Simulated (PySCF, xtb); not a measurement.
SnH3, SMILES [SnH3], multiplicity 2.

Harmonic wavenumbers (cm⁻¹) from GFN2-xTB (xtb 6.7.1) at its own minimum, in rising order: 588, 591, 649, 973, 1343, 1346.

Problem. What does PBE0-D3(BJ)/def2-TZVPD (PySCF) give at its own minimum? (Estimate from the structure and the level; the computed values follow.)

Solution. 636, 698, 698, 1872, 1910, 1910. Paired by order, the mean absolute difference is 372 cm⁻¹ and the zero-point energies are 7.8 and 11.0 kcal/mol.
